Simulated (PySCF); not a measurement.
Positional isomers: propene boryl. Gas-phase values, no solvent. One relaxed conformer stands for each flexible species; it need not be the lowest. Strings in code marks are SMILES.

These are B3LYP-D3(BJ)/def2-TZVP // PBE0-D4/def2-TZVP run with PySCF values and carry that method's errors. B3LYP has the VWN-RPA correlation part, as in Gaussian. Delta-SCF ions had no search for a lower state. Excitations are Tamm–Dancoff values on a coarser integration grid. The basis has no diffuse functions, so Rydberg states are missing or too high.

```
species    LUMO (eV)  S1–T1 gap (TDA) (eV)  vertical ionisation energy (Delta-SCF) (eV)  brightest of the four lowest singlets (TDA) (eV)
---------  ---------  --------------------  -------------------------------------------  ------------------------------------------------
`BC(=C)C`        [?]                  1.85                                        10.10                                              5.65
`B/C=C/C`      -1.98                  1.80                                          [?]                                               [?]
`B/C=C\C`      -2.12                  1.68                                        10.10                                              5.73
`BCC=C`        -1.56                  0.24                                          [?]                                              7.11
```

### Question
Some entries are withheld; supply them.

### Answer

- `BC(=C)C`, LUMO (eV): -2.15
- `B/C=C/C`, vertical ionisation energy (Delta-SCF) (eV): 10.15
- `B/C=C/C`, brightest of the four lowest singlets (TDA) (eV): 5.97
- `BCC=C`, vertical ionisation energy (Delta-SCF) (eV): 9.46
